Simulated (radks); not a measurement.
Spherical jellium clusters: N electrons in a uniform positive sphere of charge N and radius rs N^(1/3), rs = 2.51 bohr. Calculated with a radial shooting solver with Libxc functionals: non-relativistic Kohn-Sham, LDA (Slater exchange, Perdew-Wang correlation), spin-polarised, spherical densities. Levels are named by radial order and angular momentum (1s, 1p, 1d, 2s, ...), and open shells are averaged over m.

N = 9, configuration 1s2 1p6 1d(up 1, down 0). This is the lowest configuration that the search found. Occupied and some empty levels:

level,occupation,eigenvalue (eV),<r> (bohr)
1s up,1,-8.0595,3.482
1s down,1,-7.9252,3.446
1p up,3,-5.1683,4.448
1p down,3,-4.9769,4.431
1d up,1,-2.0805,5.579
1d down,0,-1.8739,5.614
2s up,0,-1.8519,6.145
2s down,0,-1.7184,6.222
2p up,0,-0.29949,10.50
2p down,0,-0.22976,11.00

Energy (eV): total -9.81678, kinetic 33.070, external -479.23, Hartree 228.22, exchange-correlation -45.174, background 253.30.

Electron density:

r (bohr),n(r) (e/bohr^3)
0.185,0.01056
0.651,0.01130
1.12,0.01266
1.58,0.01428
2.05,0.01569
2.52,0.01643
2.98,0.01618
3.45,0.01484
3.91,0.01258
4.38,0.009818
4.84,0.007053
5.31,0.004703
5.78,0.002968
6.24,0.001810
6.71,0.001078
7.17,0.0006332
7.64,0.0003691
8.11,0.0002144
8.57,0.0001245
9.04,0.00007254
